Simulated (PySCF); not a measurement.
## MgPb and its ions

ROHF-CCSD; basis Mg def2-SVP, Pb def2-SVP with ECP60; scalar-relativistic core potentials; PySCF 2.14. Neutral (ROHF): triplet (π ↑↑), Re = 2.904 Å, ωe = 181 cm⁻¹, De = 0.54 eV.

MgPb⁺ (ROHF): doublet (π ↑), Re = 3.076 Å, ωe = 172 cm⁻¹. The energies at the minima are -391.49227 hartree for MgPb and -391.26869 for MgPb⁺.

Work out the adiabatic ionisation energy, without and with harmonic zero-point energies (1 hartree = 27.2114 eV, 1 eV = 8065.5 cm⁻¹), and the change of the bond length.

At ROHF-CCSD: 0.22358 hartree = 6.084 eV between the minima; the zero-point term (172.0 − 181.0)/2 cm⁻¹ = -0.001 eV makes it 6.083 eV. Re changes by +17.2 pm against the neutral. The electron leaves a π orbital, and the longer bond of the ion fits a bonding orbital, or a change in how ionic the bond is.

Correlated steps freeze 5 core orbitals. Correlated levels converge slowly with the basis: in double zeta they bind strong bonds too weakly, by up to about 1 eV, and carry superposition errors of some tenths. Spin–orbit coupling is left out, which matters for elements this heavy, above all for dissociation energies. States were picked by a PBE0 search and need not be the measured ground states.
